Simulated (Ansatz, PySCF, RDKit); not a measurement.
Dimer: HCl (SMILES Cl) (first 2 atoms) with AsH3 (SMILES [AsH3]); geometry from B3LYP-D3(BJ)/def2-TZVP.
(charge 0, multiplicity 1):
```xyz
6

Cl     0.4583    -1.3521     0.3597
H     -0.7168    -0.9572     0.6878
As     0.1506     0.8347     3.5248
H     -0.7336    -0.4074     3.4727
H     -0.4681     1.3996     2.2499
H     -0.8559     1.5759     4.4016
```

Interaction energies are E(AB) − E(A) − E(B) at the monomers' geometry in the complex; basis-set methods are counterpoise corrected. Rows marked so take none. RDKit's UFF carries no charges.

Cores are frozen in the correlated methods. Filled d and f shells under p-block atoms count as core. Rows in 3-21G, 6-31G* carry no dispersion term and start afresh at each structure (6-31G* with six Cartesian d functions); the Pople sets are all-electron and without relativity. MP2/6-31G* freezes PySCF's default core, which leaves 3d correlated.

Codes used: Ansatz (Gaussian basis) for Hartree–Fock, density functionals and correlated methods; PySCF for 3-21G rows, 6-31G* rows, M06-2X, the dispersion terms; RDKit for the force fields. Each number belongs to the level named beside it.

| level | interaction energy (kcal/mol) |
|---|---|
| UFF | -0.64 |
| HF/3-21G (no counterpoise) | 0.38 |
| BP86/6-31G* (no counterpoise) | 0.67 |
| revPBE-D3(BJ)/def2-TZVPPD | -1.05 |
| M06-2X/6-31G* (no counterpoise) | -0.84 |
| M06-2X/def2-TZVPPD | -0.89 |
| B2PLYP-D4/def2-TZVPPD | -0.67 |
| MP2/6-31G* | 0.60 |
| CCSD(T)/def2-TZVPPD | ? |

**Question.** Fill in the missing entries.

**Answer.** 
- CCSD(T)/def2-TZVPPD, interaction energy (kcal/mol): -0.56

Ansatz is a first-principles code.
